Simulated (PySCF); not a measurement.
C₂H₆ClNSe. Atoms are numbered in the order given.

```xyz
11

Se     0.8178     0.3353     0.0000
Cl    -0.9782     1.7502     0.0000
N      0.0625    -1.2931     0.0000
C     -0.5893    -1.7423    -1.2247
C     -0.5893    -1.7423     1.2247
H     -1.5976    -1.3000    -1.3368
H     -0.6896    -2.8399    -1.2024
H      0.0158    -1.4584    -2.0954
H     -0.6896    -2.8399     1.2024
H     -1.5976    -1.3000     1.3368
H      0.0158    -1.4584     2.0954
```

Coordinates come from a B3LYP-D3(BJ)/def2-SVP optimisation. The values are those of a single conformer.

Calculation: PBE/pcSseg-1 (PySCF).

GIAO shieldings, no solvent; atoms alike by connectivity are averaged. δ = σ(ref) − σ: ⁷⁷Se against Me2Se (σ = 1634.8 ppm); ³⁵Cl against HCl (σ = 936.5 ppm); ¹⁵N against NH3 (σ = 267.0 ppm); ¹³C against TMS (σ = 182.0 ppm); ¹H against TMS (σ = 31.49 ppm), references at their B3LYP-D3(BJ)/def2-TZVP geometries, non-relativistic (without spin–orbit terms, shifts of atoms bonded to Cl or Br come out too high).

```tsv
atoms	nucleus	count	δ (ppm)
Se1	⁷⁷Se	1	(withheld)
Cl2	³⁵Cl	1	102.1
N3	¹⁵N	1	136.3
C4, C5	¹³C	2	56.6
H6, H7, H8, H9, H10, H11	¹H	6	(withheld)
```

Task: Fill in the missing entries. (An estimate is asked for; the answer gives what the named calculation found.)

Result: 
- H6, H7, H8, H9, H10, H11, δ (ppm): 3.46
- Se1, δ (ppm): 1907.1
